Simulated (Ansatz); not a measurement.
Sn3⁻. Total charge -1; doublet. Geometry r2SCAN-D4/def2-SVPD; atoms count from 1.

Cartesian coordinates in Å:
```
Sn -0.6764 1.3093 -0.8132
Sn 0.8706 -1.2398 -0.7336
Sn -0.1942 -0.0695 1.5468
```

In the def2 sets Sn takes a core potential; there is no spin–orbit coupling. The structure comes from a short search, and lower isomers may exist.

**Question.** Estimate the Mulliken populations from the PBE0/def2-TZVPD orbitals of Ansatz.

**Answer.** 
| atom | charge (e) | spin (α − β) |
| --- | --- | --- |
| Sn1 | -0.31 | 0.50 |
| Sn2 | -0.31 | 0.50 |
| Sn3 | -0.37 | 0.01 |
Mulliken values and Mayer orders depend strongly on the basis. With diffuse functions, as here, like atoms can get unlike values, and bond orders can come out too low or too high.

**Question.** Where does the spin sit?

**Answer.** Summed by element: Sn 1.00, of 1 unpaired in all. Largest on single atoms: Sn2 0.50, Sn1 0.50, Sn3 0.01.

**Question.** And the Mayer bond orders between bonded heavy atoms (over 0.3)?

**Answer.** Sn1–Sn2 1.14 (2.98 Å); Sn1–Sn3 1.40 (2.78 Å); Sn2–Sn3 1.40 (2.78 Å).
